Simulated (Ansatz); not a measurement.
C2HF2Si (`C#C[Si](F)F`) radical. Total charge 0; spin multiplicity 2. Geometry: relaxed with PBE0-D4/def2-TZVP.

```xyz
6

C    -1.684    0.390    0.172
C    -0.530    0.083   -0.003
Si    1.108   -0.513   -0.484
F     1.734   -1.359    0.706
F     2.069    0.726   -0.737
H    -2.698    0.673    0.345
```

Q: What is the dipole moment at r2SCAN/def2-TZVPP? (Best estimate.)

A: The calculation gave: 2.16 D, with components (-2.11, 0.04, -0.43) D in this frame, pointing from negative to positive charge.

Q: And with PBE, B3LYP, ωB97M-V? (An estimate is asked.)

A: Computed: PBE 2.07 D, B3LYP 2.22 D, ωB97M-V 2.21 D.

Q: Give the Mulliken charges with r2SCAN, PBE, B3LYP in def2-TZVPP. (Best estimate.)

A: Ansatz gave: 
```tsv
atom	r2SCAN	PBE	B3LYP
C1	-0.07	0.02	0.05
C2	-0.29	-0.29	-0.37
Si3	0.70	0.54	0.65
F4	-0.29	-0.24	-0.29
F5	-0.29	-0.24	-0.29
H6	0.22	0.22	0.25
```

B3LYP here is the variant with VWN-RPA as its local correlation; programs differ in this.
